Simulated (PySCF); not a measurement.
SMILES O=Cc1cc[c]([GeH3])cc1 (GFN2-xTB optimised geometry):

```
17

O      3.093    -2.564     0.000
C      1.889    -2.564     0.000
C      1.038    -1.368     0.000
C      1.620    -0.099    -0.001
C      0.822     1.026     0.001
C     -0.565     0.916     0.002
Ge    -1.676     2.525    -0.010
C     -1.139    -0.351     0.004
C     -0.351    -1.485     0.002
H      1.318    -3.515     0.001
H      2.697    -0.025    -0.001
H      1.274     2.010     0.003
H     -3.093     2.176     0.304
H     -1.640     3.189    -1.348
H     -1.175     3.515     0.989
H     -2.217    -0.443     0.008
H     -0.805    -2.466     0.004
```

Method: PBE0/def2-SVP in PySCF.

### Question
What are the frontier orbital energies and the dipole moment?

### Answer
HOMO-2 -7.88 eV, HOMO-1 -7.74 eV, HOMO -7.49 eV, LUMO -1.94 eV, LUMO+1 -0.59 eV; dipole moment 2.80 D.

Meta-Löwdin charges at PBE0/def2-SVP: O1 -0.38, C2 0.26, C3 -0.04, C4 -0.08, C5 -0.10, C6 -0.15, Ge7 0.36, C8 -0.10, C9 -0.09, H10 0.06, H11 0.12, H12 0.11, H13 -0.06, H14 -0.06, H15 -0.06, H16 0.11, H17 0.11.
